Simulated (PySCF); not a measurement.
# Functional dependence of a UV spectrum

C₂H₆BPSi.
Atom-mapped SMILES: `[CH:1]#[C:2][BH:3][PH:4][SiH3:5]` (hydrogens: H6 on C1; H7 on B3; H8 on P4; H9, H10, H11 on Si5)

Linear-response calculations in the def2-SVPD basis (PySCF; singlets by full response, triplets Tamm–Dancoff, core orbitals frozen in the response; HF means time-dependent Hartree–Fock). 'Strongest' is the level of largest summed f among the singlets computed (10 roots, of which the last may lack a degenerate partner); it can jump between rows when another state enters that window. S1 is the lowest singlet of each run and needn't be the same state throughout; f(S1) is that of one state. Isolated species at its PBE0-D3(BJ)/def2-SVP geometry (one conformer only).

| functional | kind | S1 (eV) | f(S1) | strongest (eV) | T1 (eV) | HOMO (eV) | gap (eV) | ionisation energy, ΔSCF (eV) |
| --- | --- | --- | --- | --- | --- | --- | --- | --- |
| LDA | LDA | 3.42 | 0.022 | 4.08 | 2.78 | -6.37 | 3.02 | 9.03 |
| PBE | GGA | 3.49 | 0.022 | 4.14 | 2.78 | -6.26 | 3.12 | 8.87 |
| B3LYP | global hybrid, 20% exact exchange | 3.73 | 0.024 | 4.41 | 3.05 | -7.06 | 4.61 | 9.05 |
| PBE0 | global hybrid, 25% exact exchange | 3.78 | 0.022 | 4.50 | 3.05 | -7.29 | 4.98 | 9.07 |
| BHandHLYP | global hybrid, 50% exact exchange | 4.00 | 0.018 | 4.79 | 3.37 | -8.16 | 6.86 | 9.05 |
| CAM-B3LYP | range-separated hybrid | 3.91 | 0.020 | 4.67 | 3.26 | -8.48 | 7.26 | 9.17 |
| LC-wPBE | range-separated hybrid | 4.09 | 0.016 | 7.97 | 3.40 | -9.80 | 9.61 | 9.27 |
| HF | Hartree–Fock | 4.17 | 0.005 | 5.26 | 3.63 | -9.55 | 10.68 | not settled |

Task: What does wB97X-D (range-separated hybrid) give?

Result: S1 (eV) 3.96, f(S1) 0.020, strongest (eV) 4.72, T1 (eV) 3.36, HOMO (eV) -9.04, gap (eV) 8.50, ionisation energy, ΔSCF (eV) 9.18. S1 runs from 3.42 eV (LDA) to 4.17 eV (HF), a spread of 0.75 eV, while the orbital gap spreads over 7.7 eV. Along PBE (0%), B3LYP (20%), PBE0 (25%), BHandHLYP (50%), HF (100%) S1 rises with the share of exact exchange. −ε(HOMO) comes closest to its own ΔSCF ionisation energy with wB97X-D (-0.14 eV) and misses most with LDA (-2.65 eV). 'Not settled' means that the ion's SCF failed to converge or may have ended in another state than the lowest.
